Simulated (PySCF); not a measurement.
C4H7O2S, doublet, at a GFN2-xTB geometry, with bond 8-4 at 1.6 times its length; PySCF with PBE0/STO-3G.

Input for PySCF:
```python
from pyscf import gto, scf, dft

mol = gto.M(
    atom='''
O     1.205823    0.637038    1.264430
S     0.597316    0.463778   -0.027910
O     1.210889    1.144902   -1.138287
C    -1.126853    0.814592    0.030437
C    -1.900073   -0.428662   -0.030210
C    -0.949493   -1.578014    0.338865
C     0.366713   -1.318432   -0.361470
H    -1.757425    2.388972   -0.199795
H    -2.769753   -0.400090    0.634802
H    -2.297540   -0.588655   -1.044897
H    -0.777751   -1.562501    1.416426
H    -1.378335   -2.542879    0.066763
H     0.310411   -1.443787   -1.438798
H     1.201420   -1.873523    0.050853
''',
    basis='sto-3g',
    charge=0,
    spin=1,
    verbose=4,
)

mf = dft.UKS(mol)
mf.xc = 'pbe0'
mf.diis = False
mf.damp = 0.3
mf.diis_start_cycle = 200
mf.max_cycle = 150
mf.kernel()
mf.analyze()
```

Problem. Write the output that PySCF gives for this input, abridged.

Solution. 
```
PySCF version 2.14.0

[INPUT] verbose = 4
[INPUT] num. atoms = 14
[INPUT] num. electrons = 63
[INPUT] charge = 0
[INPUT] spin (= nelec alpha-beta = 2S) = 1
[INPUT] symmetry False subgroup None
[INPUT] Mole.unit = angstrom
[INPUT] Symbol           X                Y                Z      unit          X                Y                Z       unit  Magmom
[...]
nuclear repulsion = 416.083672511697
number of shells = 30
number of NR pGTOs = 138
number of NR cGTOs = 46
basis = sto-3g
ecp = {}

******** <class 'pyscf.dft.uks.UKS'> ********
method = UKS
initial guess = minao
damping factor = 0.3
level_shift factor = 0
DIIS disabled
SCF conv_tol = 1e-09
SCF conv_tol_grad = None
SCF max_cycles = 150
direct_scf = True
direct_scf_tol = 1e-13
number electrons alpha = 32  beta = 31
XC library pyscf.dft.libxc version 7.1.2
    S. Lehtola, C. Steigemann, M. J. T. Oliveira, and M. A. L. Marques,  SoftwareX 7, 1–5 (2018)
XC functionals = pbe0
    C. Adamo and V. Barone,  J. Chem. Phys. 110, 6158 (1999)
    M. Ernzerhof and G. E. Scuseria,  J. Chem. Phys. 110, 5029 (1999)
radial grids:
    Treutler-Ahlrichs [JCP 102, 346 (1995); DOI:10.1063/1.469408] (M4) radial grids

becke partition: Becke, JCP 88, 2547 (1988); DOI:10.1063/1.454033
pruning grids: <function nwchem_prune>
grids dens level: 3
symmetrized grids: False
atomic radii adjust function: <function treutler_atomic_radii_adjust>
small_rho_cutoff = 0
Set gradient conv threshold to 3.16228e-05
tot grids = 172176
init E= -697.648143989304

cycle= 1 E= -695.563548832541  delta_E= 2.08  |g|= 0.671  |ddm|= 3.62
cycle= 2 E= -695.304623656094  delta_E= 0.259  |g|= 0.981  |ddm|= 2.62
cycle= 3 E= -695.295237696589  delta_E= 0.00939  |g|= 0.89  |ddm|= 2.82
cycle= 4 E= -694.280233322267  delta_E= 1.02  |g|= 1.51  |ddm|= 3.48
cycle= 5 E= -693.511187303152  delta_E= 0.769  |g|= 1.38  |ddm|= 4.71
cycle= 6 E= -684.823155556473  delta_E= 8.69  |g|= 2.97  |ddm|= 6.83
cycle= 7 E= -683.907879779713  delta_E= 0.915  |g|= 2.04  |ddm|= 8.35
cycle= 8 E= -655.233465048025  delta_E= 28.7  |g|= 3.38  |ddm|= 12.4
cycle= 9 E= -663.445448600031  delta_E= -8.21  |g|= 2.59  |ddm|= 14.4
cycle= 10 E= -641.566499641362  delta_E= 21.9  |g|= 3.52  |ddm|= 15.8
cycle= 11 E= -661.64159406339  delta_E= -20.1  |g|= 2.25  |ddm|= 15.9
cycle= 12 E= -641.334172879537  delta_E= 20.3  |g|= 3.48  |ddm|=   16
cycle= 13 E= -661.885422506388  delta_E= -20.6  |g|= 2.23  |ddm|=   16
cycle= 14 E= -641.46112529469  delta_E= 20.4  |g|= 3.47  |ddm|=   16
cycle= 15 E= -661.885997074469  delta_E= -20.4  |g|= 2.23  |ddm|=   16
cycle= 16 E= -641.423903855576  delta_E= 20.5  |g|= 3.46  |ddm|=   16
cycle= 17 E= -661.885397761273  delta_E= -20.5  |g|= 2.23  |ddm|=   16
cycle= 18 E= -641.424375321228  delta_E= 20.5  |g|= 3.46  |ddm|=   16
cycle= 19 E= -661.884463947988  delta_E= -20.5  |g|= 2.23  |ddm|=   16
cycle= 20 E= -641.421297684522  delta_E= 20.5  |g|= 3.46  |ddm|=   16
cycle= 21 E= -661.885096232802  delta_E= -20.5  |g|= 2.23  |ddm|=   16
cycle= 22 E= -641.420628276968  delta_E= 20.5  |g|= 3.46  |ddm|=   16
cycle= 23 E= -661.884811291196  delta_E= -20.5  |g|= 2.23  |ddm|=   16
cycle= 24 E= -641.41986271744  delta_E= 20.5  |g|= 3.46  |ddm|=   16
cycle= 25 E= -661.884975200143  delta_E= -20.5  |g|= 2.23  |ddm|=   16
cycle= 26 E= -641.419617097829  delta_E= 20.5  |g|= 3.46  |ddm|=   16
cycle= 27 E= -661.884913912661  delta_E= -20.5  |g|= 2.23  |ddm|=   16
cycle= 28 E= -641.419393290038  delta_E= 20.5  |g|= 3.46  |ddm|=   16
cycle= 29 E= -661.884952568696  delta_E= -20.5  |g|= 2.23  |ddm|=   16
cycle= 30 E= -641.419305771954  delta_E= 20.5  |g|= 3.46  |ddm|=   16
cycle= 31 E= -661.884939885382  delta_E= -20.5  |g|= 2.23  |ddm|=   16
cycle= 32 E= -641.419236903939  delta_E= 20.5  |g|= 3.46  |ddm|=   16
cycle= 33 E= -661.884949159335  delta_E= -20.5  |g|= 2.23  |ddm|=   16
cycle= 34 E= -641.419206327143  delta_E= 20.5  |g|= 3.46  |ddm|=   16
cycle= 35 E= -661.884946635912  delta_E= -20.5  |g|= 2.23  |ddm|=   16
cycle= 36 E= -641.419184546095  delta_E= 20.5  |g|= 3.46  |ddm|=   16
cycle= 37 E= -661.88494891979  delta_E= -20.5  |g|= 2.23  |ddm|=   16
cycle= 38 E= -641.419174033258  delta_E= 20.5  |g|= 3.46  |ddm|=   16
cycle= 39 E= -661.884948458613  delta_E= -20.5  |g|= 2.23  |ddm|=   16
cycle= 40 E= -641.419167034689  delta_E= 20.5  |g|= 3.46  |ddm|=   16
cycle= 41 E= -661.884949037804  delta_E= -20.5  |g|= 2.23  |ddm|=   16
cycle= 42 E= -641.419163462146  delta_E= 20.5  |g|= 3.46  |ddm|=   16
cycle= 43 E= -661.884948969424  delta_E= -20.5  |g|= 2.23  |ddm|=   16
cycle= 44 E= -641.419161191141  delta_E= 20.5  |g|= 3.46  |ddm|=   16
cycle= 45 E= -661.884949121207  delta_E= -20.5  |g|= 2.23  |ddm|=   16
cycle= 46 E= -641.419159986974  delta_E= 20.5  |g|= 3.46  |ddm|=   16
cycle= 47 E= -661.884949117617  delta_E= -20.5  |g|= 2.23  |ddm|=   16
cycle= 48 E= -641.419159245257  delta_E= 20.5  |g|= 3.46  |ddm|=   16
cycle= 49 E= -661.884949158822  delta_E= -20.5  |g|= 2.23  |ddm|=   16
cycle= 50 E= -641.419158841654  delta_E= 20.5  |g|= 3.46  |ddm|=   16
cycle= 51 E= -661.884949161949  delta_E= -20.5  |g|= 2.23  |ddm|=   16
cycle= 52 E= -641.419158598343  delta_E= 20.5  |g|= 3.46  |ddm|=   16
cycle= 53 E= -661.884949173547  delta_E= -20.5  |g|= 2.23  |ddm|=   16
cycle= 54 E= -641.419158463581  delta_E= 20.5  |g|= 3.46  |ddm|=   16
cycle= 55 E= -661.884949175556  delta_E= -20.5  |g|= 2.23  |ddm|=   16
cycle= 56 E= -641.419158383526  delta_E= 20.5  |g|= 3.46  |ddm|=   16
cycle= 57 E= -661.884949178933  delta_E= -20.5  |g|= 2.23  |ddm|=   16
cycle= 58 E= -641.41915833865  delta_E= 20.5  |g|= 3.46  |ddm|=   16
cycle= 59 E= -661.88494917982  delta_E= -20.5  |g|= 2.23  |ddm|=   16
cycle= 60 E= -641.419158312255  delta_E= 20.5  |g|= 3.46  |ddm|=   16
cycle= 61 E= -661.884949180832  delta_E= -20.5  |g|= 2.23  |ddm|=   16
cycle= 62 E= -641.419158297332  delta_E= 20.5  |g|= 3.46  |ddm|=   16
cycle= 63 E= -661.884949181177  delta_E= -20.5  |g|= 2.23  |ddm|=   16
[...]
cycle= 124 E= -641.419158276906  delta_E= 20.5  |g|= 3.46  |ddm|=   16
cycle= 125 E= -661.884949181826  delta_E= -20.5  |g|= 2.23  |ddm|=   16
cycle= 126 E= -641.419158276906  delta_E= 20.5  |g|= 3.46  |ddm|=   16
cycle= 127 E= -661.884949181826  delta_E= -20.5  |g|= 2.23  |ddm|=   16
cycle= 128 E= -641.419158276906  delta_E= 20.5  |g|= 3.46  |ddm|=   16
cycle= 129 E= -661.884949181826  delta_E= -20.5  |g|= 2.23  |ddm|=   16
cycle= 130 E= -641.419158276906  delta_E= 20.5  |g|= 3.46  |ddm|=   16
cycle= 131 E= -661.884949181826  delta_E= -20.5  |g|= 2.23  |ddm|=   16
cycle= 132 E= -641.419158276906  delta_E= 20.5  |g|= 3.46  |ddm|=   16
cycle= 133 E= -661.884949181826  delta_E= -20.5  |g|= 2.23  |ddm|=   16
cycle= 134 E= -641.419158276907  delta_E= 20.5  |g|= 3.46  |ddm|=   16
cycle= 135 E= -661.884949181826  delta_E= -20.5  |g|= 2.23  |ddm|=   16
cycle= 136 E= -641.419158276906  delta_E= 20.5  |g|= 3.46  |ddm|=   16
cycle= 137 E= -661.884949181826  delta_E= -20.5  |g|= 2.23  |ddm|=   16
cycle= 138 E= -641.419158276907  delta_E= 20.5  |g|= 3.46  |ddm|=   16
cycle= 139 E= -661.884949181826  delta_E= -20.5  |g|= 2.23  |ddm|=   16
cycle= 140 E= -641.419158276905  delta_E= 20.5  |g|= 3.46  |ddm|=   16
cycle= 141 E= -661.884949181825  delta_E= -20.5  |g|= 2.23  |ddm|=   16
cycle= 142 E= -641.419158276907  delta_E= 20.5  |g|= 3.46  |ddm|=   16
cycle= 143 E= -661.884949181826  delta_E= -20.5  |g|= 2.23  |ddm|=   16
cycle= 144 E= -641.419158276906  delta_E= 20.5  |g|= 3.46  |ddm|=   16
cycle= 145 E= -661.884949181826  delta_E= -20.5  |g|= 2.23  |ddm|=   16
cycle= 146 E= -641.419158276907  delta_E= 20.5  |g|= 3.46  |ddm|=   16
cycle= 147 E= -661.884949181825  delta_E= -20.5  |g|= 2.23  |ddm|=   16
cycle= 148 E= -641.419158276906  delta_E= 20.5  |g|= 3.46  |ddm|=   16
cycle= 149 E= -661.884949181826  delta_E= -20.5  |g|= 2.23  |ddm|=   16
cycle= 150 E= -641.419158276907  delta_E= 20.5  |g|= 3.46  |ddm|=   16
SCF not converged.
SCF energy = -641.419158276907 after 150 cycles  <S^2> = 0.75403818  2S+1 = 2.0040341
**** SCF Summaries ****
Total Energy =                        -641.419158276906956
Nuclear Repulsion Energy =             416.083672511697330
One-electron Energy =                -1726.636371485268455
Two-electron Energy =                  669.133540696664113
Two-electron Coulomb Energy =          737.442635616885127
DFT Exchange-Correlation Energy =      -68.309094920220957
**** MO energy ****
                             alpha | beta                alpha | beta
[...]
To work with the spin densities directly, `use mulliken_meta_spin()` only printing them here.

 ** Mulliken spin pop alpha/beta on meta-lowdin orthogonal AOs **
 ** Mulliken Spin Density (per AO)  **
spin_pop of  0 O 1s        0.00000
spin_pop of  0 O 2s        0.02913
spin_pop of  0 O 2px       0.01030
spin_pop of  0 O 2py       0.03897
spin_pop of  0 O 2pz       0.17389
spin_pop of  1 S 1s        0.00000
spin_pop of  1 S 2s        0.00002
spin_pop of  1 S 3s        0.00775
spin_pop of  1 S 2px       0.00011
spin_pop of  1 S 2py       0.00015
spin_pop of  1 S 2pz       0.00006
spin_pop of  1 S 3px       0.05009
spin_pop of  1 S 3py       0.23642
spin_pop of  1 S 3pz       0.05790
spin_pop of  2 O 1s       -0.00000
spin_pop of  2 O 2s       -0.00005
spin_pop of  2 O 2px       0.00272
spin_pop of  2 O 2py       0.01917
spin_pop of  2 O 2pz       0.07023
spin_pop of  3 C 1s        0.00000
spin_pop of  3 C 2s        0.01148
spin_pop of  3 C 2px       0.01325
spin_pop of  3 C 2py       0.00336
spin_pop of  3 C 2pz       0.00084
spin_pop of  4 C 1s        0.00000
spin_pop of  4 C 2s        0.00021
spin_pop of  4 C 2px       0.00004
spin_pop of  4 C 2py       0.00011
spin_pop of  4 C 2pz       0.00000
spin_pop of  5 C 1s        0.00000
spin_pop of  5 C 2s        0.00560
spin_pop of  5 C 2px       0.00472
spin_pop of  5 C 2py       0.00081
spin_pop of  5 C 2pz       0.00115
spin_pop of  6 C 1s        0.00001
spin_pop of  6 C 2s        0.10856
spin_pop of  6 C 2px       0.00094
spin_pop of  6 C 2py       0.01958
spin_pop of  6 C 2pz       0.01057
spin_pop of  7 H 1s        0.00084
spin_pop of  8 H 1s        0.00002
spin_pop of  9 H 1s        0.00002
spin_pop of  10 H 1s        0.00005
spin_pop of  11 H 1s        0.00000
spin_pop of  12 H 1s        0.10482
spin_pop of  13 H 1s        0.01613
 ** Mulliken Spin Density (per atom)  **
spin density of  0 O =      0.25230
spin density of  1 S =      0.35250
spin density of  2 O =      0.09207
spin density of  3 C =      0.02893
spin density of  4 C =      0.00036
spin density of  5 C =      0.01228
spin density of  6 C =      0.13967
spin density of  7 H =      0.00084
spin density of  8 H =      0.00002
spin density of  9 H =      0.00002
spin density of  10 H =      0.00005
spin density of  11 H =      0.00000
spin density of  12 H =      0.10482
spin density of  13 H =      0.01613
 ** Mulliken pop alpha/beta on meta-lowdin orthogonal AOs **
 ** Mulliken pop       alpha | beta **
In total            32.00000 | 31.00000
 ** Mulliken atomic charges   ( Nelec_alpha | Nelec_beta ) **
charge of  0O =      3.70983  (     2.27124      2.01893 )
charge of  1S =      3.53844  (     6.40703      6.05453 )
charge of  2O =      3.99369  (     2.04919      1.95712 )
charge of  3C =     -3.83920  (     4.93407      4.90514 )
charge of  4C =     -3.99762  (     4.99899      4.99863 )
charge of  5C =     -3.76619  (     4.88924      4.87696 )
charge of  6C =      3.50677  (     1.31645      1.17678 )
charge of  7H =     -0.99842  (     0.99963      0.99879 )
charge of  8H =     -0.99983  (     0.99993      0.99991 )
charge of  9H =     -0.99979  (     0.99990      0.99988 )
charge of  10H =     -0.99629  (     0.99817      0.99812 )
charge of  11H =     -0.99793  (     0.99897      0.99896 )
charge of  12H =      0.87293  (     0.11595      0.01112 )
charge of  13H =      0.97361  (     0.02126      0.00513 )
Dipole moment(X, Y, Z, Debye): 190.37305, 37.59402, -23.60678
```

The run did not converge; its last values are not results.
